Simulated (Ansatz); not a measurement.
The cluster Sr₅S₄⁺. The state is a doublet with charge 1. Geometry PBE-D4/def2-SVP, basis def2-TZVP, Ansatz.

```xyz
9

Sr   -2.016   -2.736   -0.417
Sr    0.521    3.294    0.772
Sr   -0.296   -0.538    3.368
Sr   -1.199    1.098   -3.013
Sr    1.320   -0.494   -0.313
S    -0.069   -2.435    1.445
S    -0.606   -1.463   -2.350
S     1.442    1.150    2.151
S     0.903    2.123   -1.643
```

| run | HOMO (eV) | LUMO (eV) |
| --- | --- | --- |
| A | -5.37 | -4.68 |
| B | -5.45 | -5.08 |
| C | -5.74 | -4.49 |
| D | -6.87 | -2.96 |

In the def2 sets Sr takes a core potential; there is no spin–orbit coupling. LC-ωPBE has ω = 0.4 bohr⁻¹. The structure comes from a short search, and lower isomers may exist.

HOMO and LUMO are taken over both spins.

Problem. The runs used LC-ωPBE, PBE, PBE0, r2SCAN. Estimate which is which.

Solution. A r2SCAN (0 % exact exchange); B PBE (0 % exact exchange); C PBE0 (25 % exact exchange); D LC-ωPBE (range-separated). Exact exchange lowers occupied and raises empty levels; among semilocal functionals meta-GGAs tend to open the gap a little, and such runs are hard to tell apart. The gap grows from 0.36 eV (PBE) to 3.92 eV (LC-ωPBE).
